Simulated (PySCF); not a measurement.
## Ionisation energy of Sn⁴⁰⁺ by level of theory

Sn⁴⁰⁺ [Ne] (1S) → Sn⁴¹⁺ [He] 2s2 2p5 (2P), as a difference of total energies. Computed with PySCF 2.14 in an uncontracted even-tempered set (19 s from 17 bohr⁻², ratio 2.2; 12 p from 22 bohr⁻², ratio 2.2; 6 d from 95 bohr⁻², ratio 2.4; 5 f from 140 bohr⁻², ratio 2.4; 4 g from 210 bohr⁻², ratio 2.4), with scalar relativity by spin-free X2C-1e. Correlated levels: nothing frozen; virtual orbitals above 40 to 60 times the deepest correlated orbital energy dropped. The calculations carry no spin-orbit coupling.

```json
{"method": "UHF", "ionisation energy (eV)": "6495.2"}
{"method": "LDA", "ionisation energy (eV)": "6492.2"}
{"method": "PBE", "ionisation energy (eV)": "6492.6"}
{"method": "PBE0", "ionisation energy (eV)": "6493.8"}
{"method": "r2SCAN", "ionisation energy (eV)": "6496.4"}
{"method": "revPBE", "ionisation energy (eV)": "6492.3"}
{"method": "BHandHLYP", "ionisation energy (eV)": "6495.1"}
{"method": "MP2 (all electrons)", "ionisation energy (eV)": "6496.9"}
{"method": "SCS-MP2 (all electrons)", "ionisation energy (eV)": "6496.8"}
```

A first-order spin-orbit estimate (lowest level to lowest level, LS coupling) adds -76.889 eV.

For this ion Breit and QED terms and the two-electron picture change, all absent here, outweigh the differences among the correlated methods.

For comparison: 6421 ± 3 eV (semi-empirical (NIST evaluation); NIST Atomic Spectra Database, ionization energies).
